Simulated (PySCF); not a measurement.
Problem. Give a PBE0-D3(BJ)/def2-SVP geometry of `C[Se]c1cncs1`.

Solution. 
```
atom  x, y, z in Å
C1    -2.4470   -0.6189   -0.3477
Se2   -1.6738    1.1439   -0.1202
C3     0.1251    0.6355    0.1326
C4     1.1936    1.4744    0.3563
N5     2.4034    0.8669    0.5083
C6     2.2992   -0.4196    0.4082
S7     0.6889   -0.9979    0.1156
H8    -2.2990   -1.2277    0.5543
H9    -2.0194   -1.1205   -1.2262
H10   -3.5220   -0.4621   -0.5072
H11    1.1204    2.5617    0.4156
H12    3.1316   -1.1213    0.4946
```

Orientation and origin are arbitrary. Atoms count from 1 in this order. The 2 C–Se bonds span 1.886 Å (Se2–C3, drawn single) to 1.938 Å (C1–Se2, drawn single), a spread of 0.052 Å. The 7 heavy atoms lie in one plane (0.002 Å rms). S7 (thiophene-type sulfur) is bent (angle 89.2°). The C–N distances run from 1.295 Å (N5–C6, aromatic) to 1.362 Å (C4–N5, aromatic), a spread of 0.067 Å.

Bonds between heavy atoms (Å): C1–Se2 1.938, Se2–C3 1.886, C3–C4 1.377, C4–N5 1.362, N5–C6 1.295, C6–S7 1.736, C3–S7 1.728.

Method: PBE0-D3(BJ)/def2-SVP geometry optimisation, gas phase in PySCF 2.14.0.

Point group: Cs (every atom within 0.08 Å of its image). No PBE0-D3(BJ)/def2-SVP frequencies stand behind this structure, so it isn't proved a minimum. The numbers are those of one conformer (C1–Se2–C3–C4 180°).
